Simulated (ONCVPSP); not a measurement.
# What one change does to a pseudopotential (S, ONCV)

```
Element                 : S (Z = 16)
Generator               : ONCVPSP 4.0.1
Type                    : optimised norm-conserving Vanderbilt (ONCV)
Functional              : PBE
Relativity              : scalar-relativistic
Frozen core             : [Ne]
Valence charge          : 6
Reference configuration : 3s2 3p2 (charge +2)
Partial waves           : 3s: rc 1.15 bohr, ncon 3, nbas 6, qcut 6.2 1/bohr, 3 projectors, debl 1.7 Ha; 3p: rc 1.15 bohr, ncon 4, nbas 8, qcut 6.2 1/bohr, local; d scattering state at 0.28 Ha: rc 1.45 bohr, ncon 4, nbas 7, qcut 6.8 1/bohr, 1 projector
Local potential         : the p channel
Core correction         : Teter function, fcfact 2.5, rcfact 1.55
```

In the d channel the program set the typed energies aside and used 0.050 Ha.

All-electron outer shells of the reference configuration (PBE, scalar-relativistic, ld1.x):

```
shell  level (eV)  outermost node (bohr)  outermost maximum (bohr)
   2s     -237.44                   0.13                      0.39
   2p     -182.31                      –                      0.33
   3s      -39.40                   0.60                      1.37
   3p      -27.98                   0.57                      1.50
```

Change: core correction Teter function, fcfact 2.5, rcfact 1.9.

Cutoffs: the cutoffs (Ha) at which the residual kinetic energy of the hardest occupied pseudo-wave falls to 1 and 0.1 mHa per electron; they do not see the model core or the augmentation charge, which bear on the density cutoff. Errors are all-electron minus pseudo energies relative to the spin-unpolarised reference configuration.

Question: Predict the effect on cutoff, ghosts and configuration errors.

Answer: The potential gets neither clearly harder nor softer (77 Ha and 151 Ha → 77 Ha and 151 Ha); both files keep a bound ghost (s); of the 4 tests that both files solve, the error grows in 4 and shrinks in 0 by more than 15 % and 0.3 meV (median size 5.5 → 33.2 meV). A model core, the more so a compact one, raises the density cutoff, which this test does not measure.

```tsv
quantity	base	changed
cutoff, loose	77 Ha	77 Ha
cutoff, tight	151 Ha	151 Ha
bound ghosts	s	s
GHOST(+) flags under 300 eV	none	none
error for 3s2 3p4, meV [ΔE -34.05 eV]	+17	-32
error for 3s2 3p3, meV [ΔE -22.28 eV]	+5.9	-12
error for 3s2 3p1, meV [ΔE 34.04 eV]	+1.7	-35
error for 3s2 3p0, meV [ΔE 80.84 eV]	-5.2	-203
s: phases at 1.17 bohr within 0.05 rad from the reference energy up to (Ha; the scan ends near 5)	to the end of the scan	to the end of the scan
p: phases at 1.17 bohr within 0.05 rad from the reference energy up to (Ha; the scan ends near 5)	2.2	2.2
d: phases at 1.47 bohr within 0.05 rad from the reference energy up to (Ha; the scan ends near 5)	3.2	3.2
rms error of d²Exc/dni dnj with the model core, mHa	1.70	5.91
```

 A true bound ghost makes a file unfit for plane-wave use even where its test errors are small: the radial tests pick states by their node count and pass the ghost by.
